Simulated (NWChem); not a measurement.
System: Si2H4ClF; SMILES F[Si@@H]([SiH3])Cl

Input file for NWChem:

```
start job
memory heap 200 mb stack 900 mb global 1100 mb
geometry units angstroms noautoz
  F      1.840752     0.303670     0.398739
  Si     0.451561     0.136183    -0.425688
  Si    -0.519467    -1.921600     0.115401
  Cl    -0.830928     1.635438     0.178497
  H      0.762202     0.349853    -1.864070
  H      0.389271    -3.042813    -0.270348
  H     -0.776253    -1.959412     1.585082
  H     -1.809474    -2.048020    -0.626833
end
basis spherical
  F library 6-31g*
  Si library 6-31g*
  Cl library 6-31g*
  H library 6-31g*
end
dft
  xc xpbe96 cpbe96
  grid fine
  iterations 150
  mulliken
end
task dft gradient
```

Output (shortened):

```
             Northwest Computational Chemistry Package (NWChem) 7.3.0
             --------------------------------------------------------

 C1  symmetry detected

                             Geometry "geometry" -> ""
                             -------------------------

 Output coordinates in angstroms (scale by  1.889725989 to convert to a.u.)

  No.       Tag          Charge          X              Y              Z
 ---- ---------------- ---------- -------------- -------------- --------------
    1 F                    9.0000     1.84828443     0.27784840     0.37472158
    2 Si                  14.0000     0.45447048     0.13742261    -0.44695153
    3 Si                  14.0000    -0.57285701    -1.88490299     0.12308438
    4 Cl                  17.0000    -0.78561054     1.67993414     0.13652114
    5 H                    1.0000     0.77001129     0.32229009    -1.88825423
    6 H                    1.0000     0.30422705    -3.03614638    -0.24716939
    7 H                    1.0000    -0.82967173    -1.89505237     1.59321167
    8 H                    1.0000    -1.86633581    -1.98588200    -0.61700156

 Effective nuclear repulsion energy (a.u.)     274.5959408833

  pbe96 is a nonlocal functional; adding pw91lda local functional.

                                 NWChem DFT Module
                                 -----------------

 Summary of "ao basis" -> "ao basis" (spherical)
 ------------------------------------------------------------------------------
       Tag                 Description            Shells   Functions and Types
 ---------------- ------------------------------  ------  ---------------------
 F                           6-31g*                  6       14   3s2p1d
 Si                          6-31g*                  8       18   4s3p1d
 Cl                          6-31g*                  8       18   4s3p1d
 H                           6-31g*                  2        2   2s

            General Information
            -------------------
          SCF calculation type: DFT
          Wavefunction type:  closed shell.
          No. of atoms     :     8
          No. of electrons :    58
           Alpha electrons :    29
            Beta electrons :    29
          Charge           :     0
          Spin multiplicity:     1
          Use of symmetry is: off; symmetry adaption is: off
          Maximum number of iterations: 150
          AO basis - number of functions:    76
                     number of shells:    38
          Convergence on energy requested:  1.00D-06
          Convergence on density requested:  1.00D-05
          Convergence on gradient requested:  5.00D-04

              XC Information
              --------------
          PerdewBurkeErnzerhof Exchange Functional  1.000
            Perdew 1991 LDA Correlation Functional  1.000 local
           PerdewBurkeErnz. Correlation Functional  1.000 non-local

             Grid Information
             ----------------
          Grid used for XC integration:  fine
          Radial quadrature: Mura-Knowles
          Angular quadrature: Lebedev.
          Tag              B.-S. Rad. Rad. Pts. Rad. Cut. Ang. Pts.
          ---              ---------- --------- --------- ---------
          F                   0.50       70          11.0       590
          Si                  1.10      123          10.0       770
          Cl                  1.00      123          12.0       770
          H                   0.35       60          12.0       590
          Grid pruning is: on
          Number of quadrature shells:   679
          Spatial weights used:  Erf1

      Superposition of Atomic Density Guess
      -------------------------------------

 Sum of atomic energies:       -1138.45045994

      Non-variational initial energy
      ------------------------------

 Total energy =   -1139.324556
 1-e energy   =   -2124.777486
 2-e energy   =     710.856988
 HOMO         =      -0.311251
 LUMO         =       0.040546

     ---------------------------------------------
      Total Density - Mulliken Population Analysis
     ---------------------------------------------

    Atom       Charge   Shell Charges
 -----------   ------   -------------------------------------------------------
    1 F    9     9.62   2.00  0.95  3.47  1.00  2.18  0.01
    2 Si  14    12.88   2.00  2.00  5.97  0.91  1.27  0.26  0.30  0.17
    3 Si  14    13.91   2.00  2.00  5.97  1.00  1.81  0.37  0.67  0.09
    4 Cl  17    17.42   2.00  2.00  5.98  1.38  3.71  0.57  1.78  0.01
    5 H    1     1.07   0.47  0.60
    6 H    1     1.04   0.46  0.57
    7 H    1     1.03   0.46  0.57
    8 H    1     1.03   0.46  0.57

   convergence    iter        energy       DeltaE   RMS-Dens  Diis-err
 ---------------- ----- ----------------- --------- --------- ---------
 d= 0,ls=0.0,diis     1  -1140.7902600181 -1.42D+03  2.55D-02  6.97D-01
 d= 0,ls=0.0,diis     2  -1140.6032960778  1.87D-01  1.60D-02  2.77D+00
 d= 0,ls=0.0,diis     3  -1140.8690198303 -2.66D-01  3.80D-03  5.28D-02
 d= 0,ls=0.0,diis     4  -1140.8711918608 -2.17D-03  1.99D-03  2.01D-02
 d= 0,ls=0.0,diis     5  -1140.8741995802 -3.01D-03  3.46D-04  4.33D-04
  Resetting Diis
 d= 0,ls=0.0,diis     6  -1140.8742684097 -6.88D-05  8.11D-05  2.61D-05
 d= 0,ls=0.0,diis     7  -1140.8742725561 -4.15D-06  3.50D-05  1.14D-06
 d= 0,ls=0.0,diis     8  -1140.8742724247  1.31D-07  1.88D-05  2.66D-06
 d= 0,ls=0.0,diis     9  -1140.8742727369 -3.12D-07  3.65D-06  1.00D-07

         Total DFT energy =    -1140.874272736889
      One electron energy =    -2127.046533657504
           Coulomb energy =      793.073958551054
    Exchange-Corr. energy =      -81.497638513773
 Nuclear repulsion energy =      274.595940883334

 Numeric. integr. density =       57.999999090493

                       DFT Final Molecular Orbital Analysis
                       ------------------------------------

 Vector   27  Occ=2.000000D+00  E=-3.096827D-01
              MO Center= -4.0D-01,  6.0D-01,  1.1D-01, r^2= 4.1D+00
   Bfn.  Coefficient  Atom+Function         Bfn.  Coefficient  Atom+Function
  ----- ------------  ---------------      ----- ------------  ---------------
    59     -0.368030  4 Cl pz                57      0.345537  4 Cl px
     4     -0.229092  1 F  py                58      0.224596  4 Cl py
    63     -0.198536  4 Cl pz                39     -0.183899  3 Si px
    22      0.180438  2 Si py                61      0.173578  4 Cl px
     8     -0.170017  1 F  py                55      0.145089  4 Cl pz

 Vector   28  Occ=2.000000D+00  E=-2.975861D-01
              MO Center= -6.1D-01,  1.4D+00,  8.7D-02, r^2= 2.2D+00
   Bfn.  Coefficient  Atom+Function         Bfn.  Coefficient  Atom+Function
  ----- ------------  ---------------      ----- ------------  ---------------
    59      0.528819  4 Cl pz                57      0.413485  4 Cl px
    63      0.277549  4 Cl pz                61      0.223811  4 Cl px
    55     -0.207435  4 Cl pz                58      0.170626  4 Cl py
    53     -0.162071  4 Cl px                 3      0.121548  1 F  px
    70      0.087189  5 H  s                  7      0.085682  1 F  px

 Vector   29  Occ=2.000000D+00  E=-2.620806D-01
              MO Center= -1.5D-01, -7.8D-02, -2.1D-01, r^2= 4.3D+00
   Bfn.  Coefficient  Atom+Function         Bfn.  Coefficient  Atom+Function
  ----- ------------  ---------------      ----- ------------  ---------------
    58      0.328180  4 Cl py                40      0.311030  3 Si py
    70     -0.247746  5 H  s                 22     -0.236804  2 Si py
    59     -0.234735  4 Cl pz                62      0.181741  4 Cl py
    39      0.156881  3 Si px                69     -0.155701  5 H  s
    23      0.145582  2 Si pz                57      0.145449  4 Cl px

 Vector   30  Occ=0.000000D+00  E=-4.355114D-02
              MO Center=  1.5D-01, -5.2D-01, -3.1D-01, r^2= 4.4D+00
   Bfn.  Coefficient  Atom+Function         Bfn.  Coefficient  Atom+Function
  ----- ------------  ---------------      ----- ------------  ---------------
    25      0.715694  2 Si px                24     -0.522863  2 Si s
    76      0.456142  8 H  s                 42      0.442248  3 Si s
    43      0.403825  3 Si px                21      0.377709  2 Si px
    60      0.328272  4 Cl s                  6     -0.318914  1 F  s
    72     -0.276619  6 H  s                 74     -0.275201  7 H  s

 Vector   31  Occ=0.000000D+00  E=-3.373416D-02
              MO Center= -2.2D-02, -4.9D-01, -1.8D-01, r^2= 4.8D+00
   Bfn.  Coefficient  Atom+Function         Bfn.  Coefficient  Atom+Function
  ----- ------------  ---------------      ----- ------------  ---------------
    74      0.587173  7 H  s                 45     -0.522816  3 Si pz
    26     -0.498668  2 Si py                60      0.441042  4 Cl s
    72     -0.421849  6 H  s                 24     -0.332302  2 Si s
    27     -0.299410  2 Si pz                62     -0.288824  4 Cl py
    61      0.274836  4 Cl px                20     -0.261111  2 Si s

[...]

                         DFT ENERGY GRADIENTS

    atom               coordinates                        gradient
                 x          y          z           x          y          z
   1 F       3.492751   0.525057   0.708121   -0.003170  -0.000663  -0.000975
   2 Si      0.858825   0.259691  -0.844616   -0.001148   0.004764  -0.002879
   3 Si     -1.082543  -3.561950   0.232596   -0.000480  -0.001539   0.001113
   4 Cl     -1.484589   3.174615   0.257988    0.003297  -0.004702  -0.000351
   5 H       1.455110   0.609040  -3.568283   -0.000054  -0.001168   0.003923
   6 H       0.574906  -5.737485  -0.467082   -0.001063   0.002046   0.000389
   7 H      -1.567852  -3.581130   3.010733    0.000600   0.000567  -0.002080
   8 H      -3.526863  -3.752773  -1.165964    0.002018   0.000694   0.000860
```

Level: PBE/6-31G* (spherical d). The geometry was optimised at PBE0/def2-SVP.
